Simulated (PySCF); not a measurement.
The vertical singlet excitations below were computed for one of the candidates. Level of theory: TDDFT PBE0/def2-SVPD, vertical, gas phase, core orbitals frozen in the response in PySCF 2.14.0, density-fitted response routines. Geometries: GFN2-xTB, one conformer each.

```json
{"state": "S1", "ν̃ (cm⁻¹)": "47390", "f": "0.0025", "main configurations (H = HOMO, L = LUMO)": "H→L (97%)"}
{"state": "S2", "ν̃ (cm⁻¹)": "59000", "f": "0.0041", "main configurations (H = HOMO, L = LUMO)": "H→L+1 (96%)"}
{"state": "S3", "ν̃ (cm⁻¹)": "64900", "f": "0.039", "main configurations (H = HOMO, L = LUMO)": "H→L+2 (57%), H-1→L (36%)"}
{"state": "S4", "ν̃ (cm⁻¹)": "65320", "f": "0.071", "main configurations (H = HOMO, L = LUMO)": "H-1→L (49%), H→L+2 (41%)"}
{"state": "S5", "ν̃ (cm⁻¹)": "65920", "f": "0.0075", "main configurations (H = HOMO, L = LUMO)": "H-1→L+1 (93%)"}
{"state": "S6", "ν̃ (cm⁻¹)": "66530", "f": "0.0048", "main configurations (H = HOMO, L = LUMO)": "H-2→L (89%)"}
```

Triplets computed (Tamm–Dancoff): 5.31, 6.19 eV.

Question: Which candidate is it? All have the formula C6H12O2.
A. `COC(=O)C(C)(C)C`
B. `C1OCOC(C)(C1)C`
C. `C=CCC(OC)OC`

Answer: A. Its S1, at 5.88 eV, is the lowest among the candidates; the nearest of the others has S1 at 6.81 eV. S1 is HOMO→LUMO (97%). S1 has the pattern of n→π* at C=O. At the same level the other candidates give, for their lowest levels:
- `C=CCC(OC)OC`: 6.81 eV (f 0.107); 7.01 eV (f 0.028); 7.28 eV (f 0.042); 7.38 eV (f 0.004); 7.52 eV (f 0.011); T1 4.45 eV; HOMO -7.31, LUMO 0.31 eV
- `CC1(C)CCOCO1`: 7.22 eV (f 0.002); 7.30 eV (f 0.014); 7.78 eV (f 0.054); 7.87 eV (f 0.003); 7.99 eV (f 0.016); T1 7.06 eV; HOMO -7.61, LUMO 0.63 eV

Shape of the structure used: `[CH3:1][O:2][C:3](=[O:4])[C:5]([CH3:6])([CH3:7])[CH3:8]`: C1–O2–C3–O4 0°, O2–C3–C5–C6 60°.

Without π bonds the low states may be Rydberg-like; a valence basis with one diffuse set may place them up to an eV too high.
